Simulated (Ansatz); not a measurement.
Mulliken charges of `FC1(Br)O[SiH2]1` from r2SCAN/def2-TZVPP in Ansatz (PBE0-D4/def2-TZVP geometry).

```tsv
atom	x (Å)	y (Å)	z (Å)	charge (e)
F1	-0.738	-1.279	1.321	-0.164
C2	0.078	-0.730	0.409	0.227
Br3	1.773	-1.661	0.456	-0.104
O4	-0.498	-0.662	-0.856	-0.333
Si5	-0.156	0.912	-0.332	0.463
H6	-1.335	1.741	-0.014	-0.044
H7	0.938	1.611	-1.030	-0.044
```

Question: By hand: the dipole of these point charges (1 e Å = 4.8032 D).

Answer: Σ q r = (0.065, 0.712, 0.006) e Å, of length 0.715 e Å = 3.43 D.

Question: How does the dipole of the full density compare? (An estimate is asked.)

Answer: Ansatz gave: (-0.046, 0.660, -0.105) e Å, 3.22 D; the point charges give 1.07 times that, at 13° from its direction.

Point charges leave out the atoms' own dipoles, such as those of lone pairs, and Mulliken's split depends on the basis, so the close match here is no proof of good charges.
